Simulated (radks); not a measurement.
Results of a calculation; reference values are marked as such.
Task: Species: Rb I. Configuration: [Kr] 5s1. Code: a radial shooting solver on a logarithmic mesh with Libxc functionals. Model: Dirac Kohn-Sham, HCTH/407, spin-unpolarised, spherical densities, finite nucleus; Fermi nuclear charge, rms radius 4.2036 fm. Some entries of the table are withheld. Estimate them.

orbital  occ.  eigenvalue (hartree)  <1/r> (bohr^-1)  r(max) (bohr)
1s1/2       2             -552.0471            37.85        0.02630
2s1/2       2             -73.87728              (1)         0.1497
2p1/2       2             -67.06630            8.475         0.1173
2p3/2       4             -64.83196            8.163         0.1207
3s1/2       2             -11.00805            2.826         0.4510
3p1/2       2                   (2)            2.716            (3)
3p3/2       4                   (4)            2.641            (5)
3d3/2       4              -3.92304              (6)         0.3906
3d5/2       6              -3.86550              (7)         0.3933
4s1/2       2              -1.18687           0.9236          1.261
4p1/2       2              -0.62196              (8)          1.404
4p3/2       4              -0.58931              (9)          1.433
5s1/2       1              -0.08388           0.2370           (10)

Result: 
(1) 2s1/2 <1/r> (bohr^-1): 8.502
(2) 3p1/2 eigenvalue (hartree): -8.55750
(3) 3p1/2 r(max) (bohr): 0.4403
(4) 3p3/2 eigenvalue (hartree): -8.22071
(5) 3p3/2 r(max) (bohr): 0.4491
(6) 3d3/2 <1/r> (bohr^-1): 2.410
(7) 3d5/2 <1/r> (bohr^-1): 2.391
(8) 4p1/2 <1/r> (bohr^-1): 0.7865
(9) 4p3/2 <1/r> (bohr^-1): 0.7669
(10) 5s1/2 r(max) (bohr): 4.278
